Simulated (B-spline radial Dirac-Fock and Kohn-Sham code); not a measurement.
Dipole and non-dipole photoemission parameters of Ga 3d3/2

System: the free gallium atom, [Ar] 3d10 4s2 4p1; threshold 26.35 eV (orbital energy of the model). Calculated with a B-spline atomic structure program, using Dirac-Hartree-Slater photoionisation with a Latter tail; cross sections with all multipoles, angular parameters from the dipole term and its interference with E2.

For linearly polarised light dσ/dΩ = σ/(4π) [1 + β P₂(cos θ) + (δ + γ cos²θ) sin θ cos φ], with θ from the polarisation vector and φ the angle between the beam and the projection of the electron momentum on the plane normal to the polarisation.

| hν (eV) | σ (kb) | β | γ | δ |
| --- | --- | --- | --- | --- |
| 53.4 | 2610 | -0.107 | -0.009 | 0.010 |
| 56.5 | 2810 | -0.065 | -0.008 | 0.010 |
| 83.4 | 3340 | 0.277 | -0.003 | 0.014 |
| 91 | 3310 | 0.355 | -0.001 | 0.014 |
| 108 | 3110 | 0.503 | 0.003 | 0.016 |
| 154 | 2220 | 0.772 | 0.015 | 0.019 |
| 207 | 1420 | 0.950 | 0.032 | 0.023 |
| 213 | ? | ? | ? | ? |
| 312 | 613 | 1.126 | 0.075 | 0.029 |
| 390 | 357 | 1.184 | 0.113 | 0.033 |
| 400 | 334 | 1.189 | 0.118 | 0.034 |
| 417 | 300 | 1.196 | 0.126 | 0.035 |
| 600 | 110 | 1.222 | 0.220 | 0.044 |
| 1000 | 22.8 | 1.152 | 0.402 | 0.065 |
| 1100 | 16.7 | 1.127 | 0.439 | 0.070 |
| 1253.6 | 10.8 | 1.090 | 0.492 | 0.078 |
| 1486.9 | 6.02 | 1.033 | 0.562 | 0.091 |
| 2000 | 2.11 | 0.924 | 0.678 | 0.120 |
| 2450 | 1.00 | 0.846 | 0.753 | 0.145 |
| 3250 | 0.346 | 0.739 | 0.851 | 0.188 |
| 3760 | 0.197 | 0.686 | 0.899 | 0.215 |
| 3870 | 0.176 | 0.675 | 0.909 | 0.220 |
| 4310 | 0.115 | 0.637 | 0.944 | 0.242 |
| 5414.7 | 0.0462 | 0.560 | 1.014 | 0.296 |
| 7760 | 0.0105 | 0.446 | 1.097 | 0.400 |
| 8010 | 0.00915 | 0.436 | 1.102 | 0.410 |
| 8330 | 0.00776 | 0.424 | 1.108 | 0.423 |
| 11500 | 0.00196 | 0.335 | 1.138 | 0.544 |
| 12000 | 0.00163 | 0.324 | 1.140 | 0.561 |
| 13100 | 0.00112 | 0.302 | 1.141 | 0.599 |

**Question.** Give the values at 213 eV.

**Answer.** σ = 1350 kb, β = 0.965, γ = 0.034, δ = 0.023.
